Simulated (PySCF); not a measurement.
Spinor energies of Pm²⁺ (promethium, charge +2)

Start: [Xe] 4f5; 4f7/2 filled at m_j = -1/2, +1/2, +3/2, +5/2, +7/2. Calculated with PySCF 2.14 in x2c-TZVPall-2c with one added diffuse shell each of s, p, d, f type (12s12p11d5f1g, 147 functions): generalised Hartree-Fock with the X2C-1e Hamiltonian and a Gaussian nucleus; spin-orbit coupling (SO) screened by Boettger's factors. This is a chosen level, not necessarily the ground level.

```tsv
spinor shell	electrons	ε, screened SO (eV)	weight of nominal j (screened SO)	rms radius, screened SO (bohr)
1s1/2	2	-45412.8	1.000	0.0264
2s1/2	2	-7508.1	1.000	0.107
2p1/2	2	-7095.5	1.000	0.0918
2p3/2	4	-6531.1	1.000	0.0979
3s1/2	2	-1694.8	1.000	0.277
3p1/2	2	-1516.9	1.000	0.269
3p3/2	4	-1400.8	1.000	0.282
3d3/2	4	-1094.7	0.997	0.254
3d5/2	6	-1070.1	0.998	0.257
4s1/2	2	-368.02	1.000	0.630
4p1/2	2	-298.34	0.982	0.651
4p3/2	4	-272.59	0.991	0.678
4d3/2	4	-156.14	0.733	0.741
4d5/2	6	-151.33	0.822	0.747
5s1/2	2	-64.523	1.000	1.56
5p1/2	2	-43.720	0.929	1.75
5p3/2	4	-39.829	0.964	1.84
4f7/2	5	-25.482	0.659	1.10
```

| quantity | screened SO |
| --- | --- |
| E (hartree) | -10018.54815 |
| M_J | 15/2 |
| ⟨J²⟩ | 63.770 |
| ⟨L²⟩ | 30.342 |
| ⟨S²⟩ | 8.695 |

Each row is a mean over spinors that exchange with the open shell spreads, by up to 14.936 eV (4d5/2).

Rows whose weight is well below 1 are mixtures of j = l ± 1/2: exchange outweighs spin-orbit coupling there, and the label is only the starting occupation.

Breit and QED terms are absent; they matter most for the inner s and p1/2 levels.

Densities and radii are taken from the X2C orbitals without a picture-change correction, which distorts them close to the nucleus.
